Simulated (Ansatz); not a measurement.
Cartesian coordinates in Å:
```
Si 0.737 -1.271 -0.168
Se -0.661 -0.014 -1.460
Ga -0.998 1.650 0.127
H 1.953 -0.504 0.201
H 1.125 -2.454 -0.976
H 0.055 -1.721 1.071
H -1.941 2.818 -0.297
H -0.269 1.497 1.501
```

The species carries charge 0 and has multiplicity 1.

Question: List the PBE/def2-TZVPP orbital energies in eV (Ansatz). (An estimate is asked.)

Answer: The calculation gave: Occupied: -12302.15, -10094.08, -1780.14, -1562.14, -1402.91, -1402.89, -1402.86, -1234.01, -1093.72, -1093.63, -1093.60, -205.12, -150.41, -150.35, -150.26, -143.75, -137.84, -98.37, -98.13, -98.04, -94.62, -94.55, -94.55, -53.51, -53.50, -53.42, -53.38, -53.37, -20.41, -20.28, -20.21, -20.19, -20.16, -17.17, -13.09, -11.19, -8.87, -8.81, -8.35, -7.46, -7.10, -6.24. Lowest empty: -2.49, -0.99, -0.85, 0.07, 0.47, 0.57, 0.91, 2.40.
